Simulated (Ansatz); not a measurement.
Basis-set extrapolation for `[CH3][Al]([OH])[SiH2]O` (PBE0-D4/def2-TZVP geometry, frozen core, the Gaussian-basis code of Ansatz). Multiplicity 1, RHF reference.

```
                      def2-TZVPP   def2-QZVPP
                 HF  -722.731466  -722.757382
    MP2 correlation    -0.862154    -0.928814
CCSD(T) correlation    -0.937044      not run
```

Energies in hartree. Use E(X) = E(∞) + A·exp(−7.88·√X) for Hartree–Fock and E(X) = E(∞) + B·X^(−2.97) for correlation, with X = 3 and 4, and add CCSD(T) minus MP2 of the smaller set to the MP2 limit.

Problem. What is the CCSD(T) energy at the basis-set limit?

Solution. HF limit: -722.757382 + (-0.025916) × 0.13774 = -722.76095. MP2 limit: -0.928814 + (-0.066660) × 0.74074 = -0.97819. Higher-order term: -0.937044 − (-0.862154) = -0.07489. Total: -723.81403 hartree, 382.1 kJ/mol below CCSD(T)/def2-TZVPP.
